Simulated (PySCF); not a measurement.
# [Gd(O2)2]− at several levels of theory

Computed with PySCF 2.14.0 (density fitting, no spin-orbit coupling) at the geometry relaxed with PBE0:

```xyz
5
[Gd(O2)2]− (singlet in the valence; each metal's 4f electrons, 7 of them, lie in its core potential, out of spins and levels)
Gd    0.0000    0.0000    0.0000
O     0.5255    0.5255    2.0138
O    -0.5255   -0.5255    2.0138
O     0.5255   -0.5255   -2.0138
O    -0.5255    0.5255   -2.0138
```

| level | basis | state | HOMO (eV) | gap (eV) | charge on Gd1 (e) | population of f-type functions on Gd1 (polarisation alone where 4f lies in the core) | dipole about the centre of mass (D) | largest force component (eV/Å) |
| --- | --- | --- | --- | --- | --- | --- | --- | --- |
| PBE0 | Gd lcecp-1-SVP with ECP53, O def2-SVP | singlet | -0.31 | 3.09 | 0.84 | 0.10 | 0.00 | 0.00 |
| PBE0 | Gd lcecp-1-TZVP with ECP53, O def2-TZVP | singlet | -0.64 | 3.34 | 1.27 | 0.12 | 0.00 | 0.05 |

In the lcecp rows the 4f levels are missing from HOMO and gap, and the state counts the valence alone.

Charges are Mulliken's, which hang on the basis. The relaxation used the grid (50, 194), these runs (75, 302) or, all-electron (x2c bases, spin-free X2C Hamiltonian), (99, 590).

Q: Order these levels, in the first row's basis, by the HOMO–LUMO gap they give here, smallest first.
A. r2SCAN
B. PBE
C. B3LYP
D. TPSSh

A: B (0.98 eV), A (1.57 eV), D (2.07 eV), C (2.54 eV).

Q: And their other results?

A: 
```
 level    state  HOMO (eV)  gap (eV)  charge on Gd1 (e)  population of f-type functions on Gd1 (polarisation alone where 4f lies in the core)  dipole about the centre of mass (D)  largest force component (eV/Å)
   PBE  singlet       1.22      0.98               0.58                                                                                  0.10                                 0.00                            0.47
 TPSSh  singlet       0.57      2.07               0.79                                                                                  0.10                                 0.00                            0.49
r2SCAN  singlet       0.95      1.57               0.79                                                                                  0.10                                 0.00                            0.40
 B3LYP  singlet      -0.05      2.54               0.76                                                                                  0.10                                 0.00                            0.45
```

In the first row's basis the gap widens with exact exchange: 1.0 to 1.6 eV for PBE, r2SCAN (none); 2.1 to 3.1 eV for TPSSh, B3LYP, PBE0 (a fixed share).

An lcecp potential fixes the number of 4f electrons, so in runs with it no electron can move into or out of that shell.

Small gap, closed shell not tested for a spin-broken solution: PBE.

The highest filled level of some runs lies above zero, as often for anions with such functionals and bases.
